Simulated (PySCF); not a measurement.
A structure optimised at PBE0-D3(BJ)/def2-TZVP, used in a PySCF frequency run:

```xyz
3

Ga     0.0000     0.0000     0.0000
Cl     0.0000     0.0000    -2.0233
Cl     0.0000     0.0000     2.0233
```
Charge +1, spin multiplicity 1.

Problem. Write its SMILES, formula and point group.

Solution. [Cl][Ga+][Cl], Cl2Ga, D∞h

Problem. What are its rotational constants (standard atomic weights)?

Solution. 1.7412 GHz (linear rotor, B only)
